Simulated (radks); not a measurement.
The numbers below are computed, except where a source is named.
All-electron atom: the hafnium ion Hf47+ in [Ar] 3d7. Code: a radial shooting solver on a logarithmic mesh with Libxc functionals. Model: scalar-relativistic Kohn-Sham, exchange-only LDA, spin-polarised, spherical densities, point nucleus; open shells are filled with parallel spins first (spin-orbit coupling, left out, can overturn this in heavy ions).

Unscreened Slater integrals over Kohn-Sham orbitals (hartree). They are taken over the spin-up orbitals.

| integral | value |
|---|---|
| F0(3d,3d) | 5.0712 |
| F2(3d,3d) | 2.6085 |
| F4(3d,3d) | 1.6841 |
| F0(3d,3p) | 4.7142 |
| F2(3d,3p) | 2.2667 |
| G1(3d,3p) | 2.4376 |
| G3(3d,3p) | 1.6248 |
| F0(3d,3s) | 4.6833 |
| G2(3d,3s) | 1.8856 |
| F0(3p,3p) | 4.5064 |
| F2(3p,3p) | 2.2586 |
| F0(3p,3s) | 4.4743 |
| G1(3p,3s) | 2.9159 |
| F0(3s,3s) | 4.4529 |

Derived for the open shells (J is the average intra-shell exchange parameter used in DFT+U). 3d: Racah B = F2/49 - 5 F4/441 = 0.03414 hartree, C = 35 F4/441 = 0.1337 hartree, C/B = 3.92, F4/F2 = 0.646, J = (F2 + F4)/14 = 0.3066 hartree.
